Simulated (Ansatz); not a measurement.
Relative stability

The two ends of one reaction step of SiNH$_{6}$OF, closed shell (PBE0-D4/def2-TZVP).

A:

Si1  (-0.009, 0.910, -0.236)
N2  (-0.054, -1.768, 0.202)
H3  (0.078, 0.281, -1.563)
H4  (-1.220, 0.661, 0.577)
O5  (0.026, 2.514, -0.612)
H6  (-0.040, -1.906, 1.205)
F7  (1.292, 0.631, 0.663)
H8  (-0.811, -2.326, -0.176)
H9  (0.815, -2.139, -0.164)
H10  (-0.077, 3.142, 0.104)
(Å)

B:

```xyz
10
angstrom
Si -0.6687 0.3749 -0.6950
N 0.0844 -1.0651 -0.0229
H -0.8786 0.2948 -2.1585
H -1.9630 0.4694 0.0259
O 0.3334 1.6370 -0.4524
H 0.8468 -0.3584 1.2648
F 1.2346 0.2628 1.8975
H -0.5512 -1.7828 0.3003
H 0.8123 -1.4976 -0.5780
H 0.7499 1.6650 0.4188
```

Ansatz 0.2.0; basis: def2-TZVPP; cores frozen in the correlated methods. B3LYP uses VWN-RPA correlation.

**Question.** Which structure is lower at CCSD(T), and by how much? (An estimate is asked for; the value comes from the calculation.)

**Answer.** By the calculation: A, by 13.80 kcal/mol (electronic energy, against the other). By their contacts, A is a complex of SiH₃OF ([OH][SiH2][F]) + NH₃ and B is a complex of SiNH₅O ([NH2][SiH2][OH]) + HF.

All methods give the same order:

```tsv
method	E(B) − E(A) (kcal/mol)
SPW92	7.28
PBE-D4	10.73
BLYP-D4	12.37
r2SCAN-D4	12.87
B97M-V	15.27
PBE0-D4	11.69
B3LYP-D4	13.05
r2SCAN0-D4	13.18
BHLYP-D4	14.57
CAM-B3LYP-D4	13.06
wB97X-V	13.58
wB97M-V	14.02
B2PLYP	13.76
PBE-QIDH	12.79
RPA on PBE	14.47
HF	18.59
MP2	13.17
CCSD	14.60
CCSD(T)	13.80
```

The T1 diagnostic stays at or below 0.011.

Labels in which every atom is bracketed show which atoms are joined, not bond orders.

For scale, one of the runs: CCSD(T)/def2-TZVPP, 219 basis functions, launched by `ansatz run in.yaml --threads 4 --pin off --events-out ev --progress --plain --max-ram 9574MiB`. Time: 100 s of wall clock on 4 CPU threads of an Intel Xeon; the host was shared. Peak host memory: 3.5 GiB.
